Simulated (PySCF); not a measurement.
Stationary points of SbH₃

Method: PySCF, PBE0, basis Sb def2-TZVP with ECP28, H def2-TZVP (scalar-relativistic core potentials, no spin–orbit coupling, density fitting).

Relaxations began from a few typed shapes. The search is not exhaustive: other isomers or separated fragments can lie lower, and high-lying points may rest on an excited occupation.

```json
{"spin": "singlet", "group": "C3v", "bonds": "Sb–H 1.708 Å (×3)", "angles": "H–Sb–H 91.4° (×3)", "imaginary modes (cm⁻¹)": "none", "ΔE (kJ/mol)": "0.0", "ΔE with ZPE (kJ/mol)": "0.0"}
{"spin": "singlet", "group": "D3h", "bonds": "Sb–H 1.643 Å (×3)", "angles": "H–Sb–H 120.0° (×3)", "imaginary modes (cm⁻¹)": "1117i", "ΔE (kJ/mol)": "189.4", "ΔE with ZPE (kJ/mol)": "–"}
```

The lowest minimum found is the singlet C3v: Sb–H 1.708 Å (×3); H–Sb–H 91.4° (×3).

Counting electrons, antimony keeps 2 of its valence electrons outside its bonds, so the VSEPR class is AX3E1 and the expected shape is trigonal pyramidal (C3v), as computed. The angle of 91° is close to 90°: the heavy centre bonds with nearly pure p orbitals and keeps its lone pair s-like.
